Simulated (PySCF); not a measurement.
An excited-state job on `C/C=C(/F)B(O)O`.

Computed with TDDFT PBE0/def2-SVPD, vertical, gas phase, core orbitals frozen in the response (PySCF 2.14.0, density-fitted response routines). Geometry: GFN2-xTB. The input is one job of a driver script: a line of settings, then coordinates in Å.

Command:
```bash
OMP_NUM_THREADS=1 python probes_run.py task.json out
```

Input:
```
{"job": {"kind": "uv", "xc": "PBE0", "basis": "def2-SVPD", "nstates": 8, "ntriplets": 3}, "charge": 0, "multiplicity": 1}
C     -1.834948    -0.540177    -0.155233
C     -1.120717     0.705907     0.223217
C      0.201101     0.840666     0.258492
F      0.669561     2.087290     0.635765
B      1.383947    -0.157931    -0.056490
O      1.128885    -1.427205    -0.437530
O      2.672095     0.251591     0.049810
H     -2.478749    -0.859658     0.663473
H     -1.129786    -1.329345    -0.390925
H     -2.471512    -0.351480    -1.019011
H     -1.737012     1.557803     0.486062
H      1.923756    -1.937967    -0.601935
H      2.788992     1.160993     0.326576
```

Output:
```
coarse grid: 11328 points
cycle   1  E = -392.2711942544  dE =  8.805e-01  |g| = 8.679e-01  |ddm| = 5.472e+00
cycle   2  E = -392.1280242130  dE =  1.432e-01  |g| = 1.242e+00  |ddm| = 1.913e+00
cycle   3  E = -392.4105160382  dE = -2.825e-01  |g| = 8.635e-02  |ddm| = 1.045e+00
cycle   4  E = -392.4120461677  dE = -1.530e-03  |g| = 3.434e-02  |ddm| = 1.751e-01
cycle   5  E = -392.4123117126  dE = -2.655e-04  |g| = 1.202e-02  |ddm| = 6.097e-02
cycle   6  E = -392.4123426688  dE = -3.096e-05  |g| = 4.072e-03  |ddm| = 2.369e-02
cycle   7  E = -392.4123468622  dE = -4.193e-06  |g| = 6.904e-04  |ddm| = 7.022e-03
final grid: 111088 points
cycle   8  E = -392.4776154400  dE = -4.098e-05  |g| = 9.314e-03  |ddm| = 1.139e-01
cycle   9  E = -392.4775967553  dE =  1.868e-05  |g| = 1.370e-02  |ddm| = 2.782e-02
cycle  10  E = -392.4776341027  dE = -3.735e-05  |g| = 1.184e-03  |ddm| = 1.501e-02
cycle  11  E = -392.4776343885  dE = -2.858e-07  |g| = 2.711e-04  |ddm| = 1.775e-03
cycle  12  E = -392.4776343995  dE = -1.102e-08  |g| = 1.465e-04  |ddm| = 5.079e-04
cycle  13  E = -392.4776344044  dE = -4.964e-09  |g| = 2.176e-05  |ddm| = 2.380e-04
cycle  14  E = -392.4776344045  dE = -1.058e-10  |g| = 1.017e-05  |ddm| = 4.716e-05
converged SCF energy = -392.4776344045

Static polarisability (au): isotropic 60.086, principal 42.393 58.849 79.016

Singlet excitations
state   eV       nm        f      main configurations
  1   6.1932    200.2   0.34010   H->L 0.97
  2   6.5153    190.3   0.00148   H->L+1 0.96
  3   7.0777    175.2   0.00175   H->L+2 0.86, H->L+3 0.08
  4   7.1631    173.1   0.00001   H-1->L 0.96
  5   7.4133    167.2   0.00382   H->L+3 0.85
  6   7.9352    156.2   0.05845   H-2->L 0.97
  7   8.2111    151.0   0.00065   H->L+4 0.74, H-3->L 0.10, H->L+5 0.08
  8   8.2650    150.0   0.00130   H-3->L 0.61, H-4->L 0.21, H->L+4 0.15

Triplet excitations (Tamm-Dancoff, eV): 3.7815 6.4535 6.5579
```

The SCF starts on a coarse grid where the log names one; the energy can jump when the final grid takes over, and dE then counts from the start density on the new grid. H and L stand for HOMO and LUMO; the number after each pair is its weight.

Task: How does the lowest singlet excitation compare with the HOMO–LUMO gap?

Result: HOMO -7.34 eV and LUMO -0.67 eV give a gap of 6.67 eV; S1 at 6.19 eV lies 0.48 eV below it.

In short: HOMO -7.34 eV, LUMO -0.67 eV; lowest singlet 6.19 eV; lowest triplet 3.78 eV (Tamm–Dancoff); mean polarisability 60.1 au.

Time: 51 s wall; peak memory 0.81 GiB. Hardware: one thread of an Arm Neoverse N1, shared host.

One conformer stands for the species.
Labels such as C1 count atoms from 1, the log's own numbers from 0.
